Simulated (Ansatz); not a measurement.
```xyz
30

C    -1.3715   -1.2191    1.7823
N    -0.0630   -1.4490    1.2202
C     0.6091   -2.5574    1.8514
Ta    0.5613   -0.3388   -0.3252
N     1.9237   -1.1628   -1.1149
N    -0.9229   -0.1176   -1.6516
C    -1.0793   -0.7656   -2.9300
C    -1.9683    0.8445   -1.4017
N     1.1725    1.4548    0.3233
C     0.4016    2.1550    1.3215
C     2.3773    2.1658   -0.0257
H    -2.0117   -2.1090    1.6934
H    -1.3171   -0.9553    2.8490
H    -1.8929   -0.4032    1.2694
H     0.0231   -3.4844    1.7616
H     0.7631   -2.3727    2.9248
H     1.5821   -2.7232    1.3902
H     2.6938   -1.6288   -1.5619
H    -1.0841   -0.0338   -3.7517
H    -0.2630   -1.4662   -3.1024
H    -2.0274   -1.3208   -2.9834
H    -1.9995    1.6192   -2.1819
H    -2.9601    0.3698   -1.3662
H    -1.8192    1.3633   -0.4482
H    -0.4901    1.5889    1.6127
H     0.9846    2.3214    2.2392
H     0.0637    3.1380    0.9609
H     2.9508    1.6021   -0.7605
H     3.0145    2.3302    0.8561
H     2.1489    3.1544   -0.4508
```

Charge 0, multiplicity 1. Ta: def2 effective core potential.

Q: List the r2SCAN/def2-TZVPP orbital energies in eV (Ansatz). (Estimate.)

A: The calculation gave: Occupied: -384.77, -384.77, -384.77, -383.65, -273.68, -273.68, -273.68, -273.34, -273.34, -273.34, -71.85, -38.46, -38.07, -38.07, -23.20, -23.05, -23.05, -19.04, -18.32, -18.22, -18.22, -15.60, -15.47, -15.47, -12.14, -11.60, -11.60, -11.41, -11.41, -11.35, -11.23, -11.23, -11.23, -10.13, -9.67, -9.67, -9.64, -9.27, -9.03, -9.03, -8.27, -8.13, -8.13, -6.17, -6.17, -5.43, -5.43, -4.71. Lowest empty: -0.13, -0.13, -0.04, 0.33, 1.07, 1.07, 1.69, 1.85.
